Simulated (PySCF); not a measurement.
Species: H₈O₂Si₃.
Numbering: `[OH:1][SiH2:2][O:3][SiH2:4][SiH3:5]` (hydrogens: H6 on O1; H7, H8 on Si2; H9, H10 on Si4; H11, H12, H13 on Si5)

Computed by this run: PBE0-D3(BJ)/def2-SVP geometry optimisation, gas phase in PySCF; density fitting, grid level 1; the optimiser is geomeTRIC in internal coordinates, started from a GFN2-xTB structure with every atom displaced at random (about 0.01 Å).

Step 0: E = -27834.8118 eV
```
atom  x, y, z in Å  |  force x, y, z in eV/Å
O1     -1.4387    1.3630    0.6042   -0.436   2.372   1.062
Si2    -2.0688    0.0563   -0.1227   -0.282  -0.091  -0.278
O3     -0.8266   -0.9093   -0.3842    1.579  -0.912  -0.221
Si4     0.7799   -1.3457   -0.1533   -2.083  -0.507   0.211
Si5     2.0974    0.5002   -0.0136    0.413   0.672   0.235
H6     -2.0281    2.1150    0.8545    0.853  -1.006  -0.324
H7     -2.9795   -0.6360    0.7667   -0.841  -0.289   0.387
H8     -2.5888    0.3864   -1.4409   -0.660   0.215  -0.536
H9      0.7318   -2.1852    1.0757    0.459  -0.037   0.200
H10     0.9620   -2.2281   -1.2965    0.690  -0.394  -0.560
H11     3.2910    0.3480   -0.8317    0.696  -0.230  -0.510
H12     1.4952    1.7728   -0.4172   -0.510   0.305  -0.306
H13     2.5798    0.7473    1.3486    0.122  -0.098   0.641
```

Step 1: E = -27835.2013 eV
```
atom  x, y, z in Å  |  force x, y, z in eV/Å
O1     -1.4514    1.4169    0.6349    0.112  -0.215  -0.090
Si2    -2.0888    0.0859   -0.1355    0.105   0.096   0.166
O3     -0.8328   -0.9365   -0.4087   -0.067  -0.004  -0.023
Si4     0.7502   -1.3911   -0.1604   -0.128   0.052  -0.025
Si5     2.1271    0.5025   -0.0194    0.094   0.074   0.046
H6     -2.0264    2.1251    0.9286   -0.088   0.048   0.009
H7     -3.0962   -0.5912    0.7332   -0.009  -0.006  -0.016
H8     -2.7142    0.4626   -1.4348    0.023  -0.023  -0.024
H9      0.8605   -2.1771    1.1073   -0.016  -0.059  -0.021
H10     1.1563   -2.2600   -1.3050   -0.007  -0.021   0.016
H11     3.3677    0.3081   -0.8344    0.014  -0.012  -0.007
H12     1.4087    1.7105   -0.5144   -0.018   0.040  -0.049
H13     2.5458    0.7290    1.3981   -0.016   0.029   0.019
```

Q: Estimate the geometry and energy of step 2. (The exact step hangs on the optimiser's Hessian estimate; all steps are aligned on step 1, rigid shifts and turns removed.)

A: E = -27835.2109 eV, largest force 0.132 eV/Å
```
atom  x, y, z in Å  |  force x, y, z in eV/Å
O1     -1.4070    1.3842    0.6516    0.016  -0.027   0.006
Si2    -2.0807    0.0835   -0.1318    0.051   0.043   0.049
O3     -0.8411   -0.9492   -0.4210   -0.062  -0.097  -0.065
Si4     0.7402   -1.3948   -0.1638   -0.011   0.063   0.037
Si5     2.1087    0.5170   -0.0234    0.025   0.037   0.023
H6     -1.9700    2.1020    0.9516   -0.010   0.001  -0.005
H7     -3.1026   -0.5878    0.7243   -0.006   0.010  -0.005
H8     -2.6903    0.4827   -1.4322   -0.008   0.002   0.001
H9      0.8347   -2.1824    1.1051    0.017  -0.032  -0.016
H10     1.1593   -2.2730   -1.2963   -0.005   0.001  -0.003
H11     3.3652    0.3141   -0.8133    0.006  -0.009   0.011
H12     1.3924    1.7126   -0.5595    0.010  -0.011  -0.029
H13     2.4977    0.7760    1.3981   -0.022   0.020  -0.004
```

The energy changes by -0.0096 eV. The first-order estimate −F·Δx gives -0.0129 eV and the mean of the old and new forces, exact on a quadratic surface, -0.0098 eV. The step makes an angle of 77° with the force vector and moves no atom by more than 0.067 Å.

What follows is the cost of the whole optimisation. Hardware: an Arm Neoverse V1 with one thread, shared host with 32 logical CPUs at a one-minute load of 12. Cost: 90 s of wall time, 0.51 GiB resident at most.
